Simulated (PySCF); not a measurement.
C₃H₅N₂, SMILES c1c[nH][nH+]c1, charge +1. Geometry optimised at TPSSh-D3(BJ)/def2-SVP. The isomer is the one that the SMILES or the coordinates give; other isomers of the formula were not compared.

Q: Give the equilibrium geometry at TPSSh-D3(BJ)/def2-SVP (PySCF confirms it by a frequency run) as Cartesian coordinates in Å, and its point group. (Estimate from the structure and the level; the computed values follow.)

A: point group C2v.
```xyz
10

C      0.0000     0.0000     1.2368
C      0.0000    -1.1135     0.3965
N      0.0000    -0.6719    -0.8746
N      0.0000     0.6719    -0.8746
C      0.0000     1.1135     0.3965
H      0.0000     0.0000     2.3235
H      0.0000    -2.1796     0.6153
H      0.0000    -1.2046    -1.7442
H      0.0000     1.2046    -1.7442
H      0.0000     2.1796     0.6153
```
Charge +1, spin multiplicity 1.
